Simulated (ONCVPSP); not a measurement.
# Br (Z = 35), ONCV: configuration errors across variants

```
Element                 : Br
Generator               : ONCVPSP 4.0.1
Type                    : optimised norm-conserving Vanderbilt (ONCV)
Functional              : LDA (Perdew-Wang 92)
Relativity              : scalar-relativistic
Frozen core             : [Ar] 3d10
Valence charge          : 7
Reference configuration : 4s1 4p6
Partial waves           : 4s: rc 1.45 bohr, ncon 3, nbas 6, qcut 5.1 1/bohr, 2 projectors, debl 0.9 Ha; 4p: rc 1.20 bohr, ncon 4, nbas 9, qcut 6.8 1/bohr, 3 projectors, debl 2.1 Ha
Local potential         : polynomial inside 1.10 bohr (lpopt 3, dvloc0 3 Ha)
Core correction         : Teter function, fcfact 4.5, rcfact 1.5
```

All-electron excitation energies from the reference (eV): (1) 4s2 4p5 -12.421; (2) 4s2 4p4 0.283; (3) 4s2 4p3 23.224; (4) 4s2 4p2 57.444.

1 further variants failed, have other tests or another functional or relativity, and are left out.

A true bound ghost makes a file unfit for plane-wave use even where its test errors are small: the radial tests pick states by their node count and pass the ghost by.

Errors AE − PS in meV (a dash: test not solved or not reliable):

```csv
change,(1),(2),(3),(4),bound ghosts,GHOST(+) flags above zero
base,-1.8,-4.2,-27,-97,p,s
"local potential polynomial inside 1.10 bohr (lpopt 1, dvloc0 6 Ha)",-1.8,-4.2,-27,-97,p,s
p: qcut 7.6,-1.4,-3.9,-27,-98,p,"s, p"
"s: ncon 4, nbas 7",0.0,-2.7,-27,-99,p,s
s: nbas 8,-3.4,-5.6,-28,-96,p,s
```

Q: Give the same row for: s: rc 1.06; local potential polynomial inside 1.06 bohr (lpopt 3, dvloc0 3 Ha).

A: -1.4, -2.9, -24, -91; bound ghosts: s, p; GHOST(+) flags above zero: s.
